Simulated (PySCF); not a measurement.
This PySCF input asks for the NMR shieldings of SMILES C1(C(=C)O[SiH2]O)CCCC1, C$_{7}$H$_{14}$O$_{2}$Si; the geometry comes from GFN2-xTB.

```python
import basis_set_exchange as bse
import numpy as np
from pyscf import gto, dft
from pyscf.prop import nmr

atoms = """
C     0.809156   -1.686459   -0.307756
C     0.819195   -0.362413   -0.337832
O     1.950160    0.371745   -0.217754
Si    3.484393   -0.029347    0.161140
O     4.290916    1.372332    0.142260
C    -0.401902    0.518784   -0.450404
C    -0.983001    0.805648    0.958095
C    -2.489635    0.574960    0.838411
C    -2.597567   -0.517468   -0.219208
C    -1.564652   -0.086242   -1.257919
H     1.720260   -2.245765   -0.197723
H    -0.102755   -2.244160   -0.394516
H     4.132791   -0.830519   -0.865831
H     3.507154   -0.642261    1.489941
H     3.868645    2.182252    0.416659
H    -0.070057    1.452310   -0.912839
H    -0.748148    1.814579    1.293746
H    -0.557072    0.103660    1.676724
H    -2.983501    1.481113    0.483077
H    -2.938260    0.288076    1.788519
H    -3.599582   -0.600484   -0.638174
H    -2.323142   -1.479330    0.215443
H    -1.998392    0.683852   -1.897510
H    -1.236738   -0.905098   -1.894438
"""
names = dict.fromkeys(["C", "O", "Si", "H"], "pcSseg-1")
basis = {el: gto.basis.parse(bse.get_basis(n, elements=[el], fmt="nwchem")) for el, n in names.items()}
mol = gto.M(atom=atoms, basis=basis, charge=0, verbose=0)
mf = dft.RKS(mol, xc="PBE0")
mf.grids.level = 2
mf.grids.alignment = dft.numint.BLKSIZE   # the property module wants whole blocks of grid points
mf.conv_tol = 1e-9
mf.kernel()

calc = nmr.RKS(mf)   # GIAO
C = mf.mo_coeff
Co = C[:, mf.mo_occ > 0]
resp = mf.gen_response(singlet=True, hermi=2)
def vind(x):   # induced exchange potential for any number of trial vectors
    d = np.einsum("pi,xij,qj->xpq", C, 2 * x.reshape(-1, C.shape[1], Co.shape[1]), Co, optimize=True)
    return np.einsum("xpq,pi,qj->xij", resp(d - d.transpose(0, 2, 1)), C, Co, optimize=True).ravel()
mo1, _ = nmr.rhf.solve_mo1(calc, with_cphf=vind)
sigma = calc.kernel(mo1)
for i, s in enumerate(sigma):   # ppm
    w = np.linalg.eigvalsh((s + s.T) / 2)
    print("%2d %-2s iso %8.1f  s11 %8.1f  s22 %8.1f  s33 %8.1f" % (i, mol.atom_pure_symbol(i), w.mean(), *w))
```

Q: Give the expected output.

A: 
```
 0 C  iso    101.1  s11     17.2  s22    125.7  s33    160.3
 1 C  iso      7.5  s11   -119.5  s22     44.6  s33     97.5
 2 O  iso    188.0  s11    146.7  s22    207.0  s33    210.3
 3 Si iso    384.1  s11    363.9  s22    378.9  s33    409.6
 4 O  iso    305.3  s11    262.0  s22    301.7  s33    352.1
 5 C  iso    140.2  s11    120.7  s22    138.7  s33    161.1
 6 C  iso    146.8  s11    120.6  s22    146.8  s33    172.8
 7 C  iso    154.6  s11    128.2  s22    163.8  s33    171.7
 8 C  iso    155.5  s11    132.9  s22    164.8  s33    168.8
 9 C  iso    150.2  s11    124.7  s22    157.6  s33    168.2
10 H  iso     27.9  s11     25.2  s22     26.0  s33     32.5
11 H  iso     27.6  s11     24.3  s22     26.4  s33     32.0
12 H  iso     26.7  s11     23.0  s22     25.3  s33     32.0
13 H  iso     26.6  s11     23.2  s22     25.3  s33     31.2
14 H  iso     30.1  s11     21.5  s22     26.5  s33     42.3
15 H  iso     29.2  s11     24.9  s22     28.3  s33     34.3
16 H  iso     29.3  s11     24.3  s22     28.6  s33     35.1
17 H  iso     30.1  s11     25.1  s22     30.3  s33     35.0
18 H  iso     30.3  s11     25.3  s22     27.9  s33     37.5
19 H  iso     29.8  s11     25.1  s22     26.9  s33     37.3
20 H  iso     30.0  s11     25.2  s22     27.0  s33     37.7
21 H  iso     30.2  s11     25.9  s22     28.5  s33     36.0
22 H  iso     29.9  s11     24.6  s22     28.1  s33     37.0
23 H  iso     29.8  s11     25.8  s22     28.5  s33     35.1
```

These numbers come from an equivalent density-fitted implementation of the same equations, which agrees with the script to about 0.01 ppm for H and up to a few tenths of a ppm for heavy atoms, so last digits may differ.

Q: Turn these shieldings into chemical shifts. References, each an isolated molecule treated in the same way: 13C (σref 186.93), 29Si (σref 349.16), 1H (σref 31.72) against TMS; H2O for 17O (σref 336.08).

A: Averaging equivalent atoms: C 1: 179.4; C 0: 85.9; C 5: 46.7; C 6/9: 38.5; C 7/8: 31.9; O 2: 148.1; O 4: 30.8; Si 3: -35.0; H 12/13: 5.06; H 11: 4.13; H 10: 3.83; H 15: 2.56; H 16/22: 2.11; H 17/23: 1.75; H 19/21: 1.75; H 14: 1.62; H 18/20: 1.60 ppm. Experimental scales use liquid or dissolved standards, which lie at an offset from isolated H2O (liquid H2O: subtract about 36 ppm).

Size and cost of the density-fitted run: 247 basis functions, 3 min wall time on 1 thread of an Intel Xeon, shared host; peak memory 1.2 GiB.
